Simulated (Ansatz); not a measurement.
The same path of Cl2FH5HfO2Si (12 atoms, charge 0, multiplicity 1) was run twice with different band settings. Lost on the way: Hf1–Cl2, O10–H12. Made: Cl2–H12.

The calculation used RHF/def2-SVP in Ansatz 0.2.0.

Relaxed end points:

```xyz
12
Properties=species:S:1:pos:R:3
Hf 0.089 -0.214 0.334
Cl 0.286 0.763 2.547
Cl 1.878 -0.370 -1.297
F -0.861 1.228 -0.484
O -1.221 -1.625 0.208
Si -2.409 -2.765 0.044
H -2.642 -3.421 1.350
H -3.660 -2.128 -0.417
H -1.981 -3.782 -0.941
O 1.546 -1.755 1.392
H 2.298 -2.122 0.942
H 1.725 -1.713 2.324
```

```xyz
12
Properties=species:S:1:pos:R:3
Hf 0.498 -0.625 -0.250
Cl -0.362 -0.398 3.211
Cl 1.227 -0.742 -2.529
F 0.091 1.223 0.082
O -1.075 -1.757 -0.115
Si -2.409 -2.719 0.038
H -2.483 -3.250 1.417
H -3.628 -1.932 -0.249
H -2.320 -3.849 -0.912
O 1.955 -1.274 0.839
H 2.783 -1.616 1.122
H 0.770 -0.965 3.350
```

Common settings: movable images 9; climbing image yes; spring 5.0 eV/Å²; optimiser quadratic models (default); force threshold 0.05 eV/Å; iteration limit 60; end points relaxed.

| run | start path |
| --- | --- |
| 1 | through a guess of the saddle point |
| 2 | straight line |

Q: What does each run give, and how far can it be trusted?

A: Run 1: converged after 24 iterations, highest image 1.444 eV above the first end. A vibrational analysis at the climbing image gives one clearly imaginary mode, 1080i cm⁻¹: a first-order saddle point.
Run 2: converged after 24 iterations, highest image 1.444 eV above the first end. Another band between the same ends (9 images) ends at a top of the same energy, where a vibrational analysis finds 1 clearly imaginary mode.
The orbitals stay closed-shell, which can raise the energy where a bond breaks towards radicals; this wasn't checked here.
